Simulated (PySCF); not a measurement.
A side-by-side comparison of computed properties.

First species: C5H6Cl2O.
SMILES: `O=C1CCC(Cl)(Cl)C1`

Second species: furan, C4H4O.
Bonds: C1–C2 (aromatic), C2–C3 (aromatic), C3–O4 (aromatic), O4–C5 (aromatic), C1–C5 (aromatic). Hydrogens: H6 on C1; H7 on C2; H8 on C3; H9 on C5.

Levels: PBE0/def2-SVPD for HOMO energy, LUMO energy, HOMO–LUMO gap and static isotropic polarisability; TDDFT PBE0/def2-SVPD for lowest singlet excitation; TDA PBE0/def2-SVPD for lowest triplet excitation (Tamm–Dancoff). Geometries: GFN2-xTB. All species are isolated and taken at one optimised geometry, non-relativistic unless stated. Electronic properties by PySCF.

```
                                property  column X  column Y
                             HOMO energy  -7.70 eV  -6.69 eV
                             LUMO energy  -1.21 eV   0.21 eV
                           HOMO–LUMO gap   6.49 eV   6.90 eV
               lowest singlet excitation   4.31 eV   6.34 eV
lowest triplet excitation (Tamm–Dancoff)   3.75 eV   4.04 eV
         static isotropic polarisability   85.4 au   46.2 au
```

Question: Which column belongs to which species?

Answer: Column X is the first species and column Y the second. The first has 14 atoms and 78 electrons, the second 9 and 36.

Question: How does each property change from the first species to the second?

Answer: HOMO energy +1.01 eV; LUMO energy +1.42 eV; HOMO–LUMO gap +0.41 eV; lowest singlet excitation +2.03 eV; lowest triplet excitation (Tamm–Dancoff) +0.29 eV; static isotropic polarisability -39.2 au.

On the first: No computed singlet falls in the visible range (750 to 380 nm, 1.65 to 3.26 eV); S1 lies 1.05 eV above its blue end. The 6 singlets span 4.31 to 6.97 eV, and their oscillator strengths add up to 0.02.

On the second: In wavenumbers S1 is 51100 cm⁻¹ (1 eV = 8065.54 cm⁻¹). The polarisability is 6.85 Å³ as a volume (1 au = 0.148185 Å³), or 1.28 au for each of the 36 electrons.

One conformer stands for the species.
